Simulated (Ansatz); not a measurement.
Consider the ligand exchange at the Si–C bond: `[SiH3]CN[SiH2]Cl` + `[OH][Al]([OH])[OH]` → `[OH][Al]([OH])[O][SiH3]` + `CN[SiH2]Cl`.

Calculated with Ansatz (gas phase, PBE0-D4/def2-TZVP geometries, no zero-point term in ΔE). CCSD(T)/CBS adds triple-zeta CCSD(T) − MP2 to the extrapolated MP2 energy (def2 sets, frozen cores). This one scheme is used for every species. DFT in def2-TZVPP. B3LYP here is the variant with VWN-RPA as its local correlation; programs differ in this. Each species was taken in one conformer, which may not be the lowest.

Problem. Is it downhill or uphill in electronic energy at CCSD(T)/CBS, and by how much? (Estimate.)

Solution. Computed: Downhill: ΔE = -1.26 eV.

Problem. What do these levels give: r2SCAN-D4, PBE0-D4, B3LYP-D4, ωB97M-V, PBE, PBE0, B3LYP, CCSD/def2-TZVPP, CCSD(T)/def2-TZVPP, HF/def2-QZVPP, MP2/def2-QZVPP, CCSD/CBS(def2)? (Estimate.)

Solution. Ansatz gave: r2SCAN-D4 -1.25, PBE0-D4 -1.17, B3LYP-D4 -1.27, ωB97M-V -1.24, PBE -1.12, PBE0 -1.20, B3LYP -1.31, CCSD/def2-TZVPP -1.31, CCSD(T)/def2-TZVPP -1.27, HF/def2-QZVPP -1.57, MP2/def2-QZVPP -1.28, CCSD/CBS(def2) -1.30 eV.

Largest T1 diagnostic among the species: 0.012.

From PBE to PBE0 (25 % exact exchange), in def2-TZVPP and without D4, ΔE moves by −0.08 eV. In def2-TZVPP, CCSD(T) changes the Hartree–Fock value by +0.28 eV (the triples alone add +0.04 eV) and MP2 by +0.27 eV.
